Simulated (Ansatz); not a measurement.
A search over several starts for the lowest SCF solution of Y4⁻ at the given spin, in a small basis.

```yaml
crystal:
  periodic: [false, false, false]
  atoms:
    - {symbol: Y, position_ang: [0.743432, -1.412421, 0.003593]}
    - {symbol: Y, position_ang: [-0.702411, 1.427197, -0.046881]}
    - {symbol: Y, position_ang: [-2.533422, -1.294001, -0.049115]}
    - {symbol: Y, position_ang: [2.492402, 1.279225, 0.092393]}
basis:
  gaussian: {orbitals: def2-SVP, initial_orbitals: start.molden}
total_charge: -1
magnetization: {spin_polarized: true, initial_magnetization: 1}
hamiltonian: {xc: pbe0, dispersion: d4}
output: {orbitals: {seedname: orbitals}}
```

The file start.molden holds the orbitals of an earlier run on this structure, at another level or in another basis.

```sh
$ ansatz run in.yaml --threads 4 --pin off --events-out ev --progress --plain --max-ram 3916MiB
```

It prints (some lines left out):

```
Functional definition: PBE0
1376 factors; their error is unknown
mean field evaluation 1: about -4163.2636 eV, gradient 7.2e0 eV
mean field evaluation 2: about -4163.4609 eV, gradient 4.7e-1 eV
mean field evaluation 4: about -4163.7771 eV, gradient 3.4e-1 eV
mean field evaluation 8: about -4163.7807 eV, gradient 2.2e-4 eV
mean field evaluation 16: about -4163.7807 eV, gradient 1.6e-5 eV
mean field evaluation 32: about -4163.5080 eV, gradient 1.4e-1 eV
mean field evaluation 64: about -4114.6577 eV, gradient 9.3e1 eV
mean field evaluation 96: about -4117.0828 eV, gradient 9.7e1 eV
mean field evaluation 128: about -4117.0275 eV, gradient 9.7e1 eV
mean field evaluation 160: about -4117.0114 eV, gradient 9.6e1 eV
mean field evaluation 192: about -4118.9751 eV, gradient 1.0e2 eV
mean field evaluation 224: about -4116.4502 eV, gradient 8.6e1 eV
mean field evaluation 256: about -4113.3327 eV, gradient 9.6e1 eV
mean field evaluation 288: about -4110.7810 eV, gradient 1.0e2 eV
mean field evaluation 320: about -4109.7809 eV, gradient 9.9e1 eV
mean field evaluation 352: about -4085.2402 eV, gradient 1.1e2 eV
mean field evaluation 384: about -4124.0664 eV, gradient 8.4e1 eV
mean field evaluation 416: about -4163.5111 eV, gradient 1.6e-1 eV
mean field evaluation 448: about -4146.5990 eV, gradient 4.5e1 eV
mean field evaluation 480: about -4163.8467 eV, gradient 1.4e-1 eV
mean field evaluation 512: about -4163.8606 eV, gradient 5.4e-2 eV
mean field evaluation 544: about -4162.5892 eV, gradient 6.2e0 eV
mean field evaluation 576: about -4163.4478 eV, gradient 1.9e0 eV
mean field evaluation 608: about -4163.6874 eV, gradient 1.1e0 eV
mean field evaluation 640: about -4163.8565 eV, gradient 5.3e-3 eV
mean field -4163.88089734 eV, -153.0198005973 hartree, gradient 2.1e-6 eV, S^2 1.947739; 15 other end points of the search recorded, 0 dependent functions left out
reference -4163.88092066 eV, -153.0198014545 hartree; 23, 22 occupied and 101, 102 virtual orbitals, 1376 factors
Total energy: -4164.03355776 eV, -153.0254107643 hartree
```

Hardware: 4 threads of Arm Neoverse V1 on a shared host. Wall time 2.8 min, peak host memory 0.68 GiB.

Other converged states that the search met: 0.10 eV higher (⟨S²⟩ = 2.79).

In the def2 sets Y takes a core potential; there is no spin–orbit coupling. The charge -1 doublet is spin-contaminated (final ⟨S²⟩ up to 1.95, 0.75 for a pure state). The geometry of the doublet was relaxed on an unsound state (⟨S²⟩ 3.40, where a pure state has 0.75). The structure comes from a short search, and lower isomers may exist.
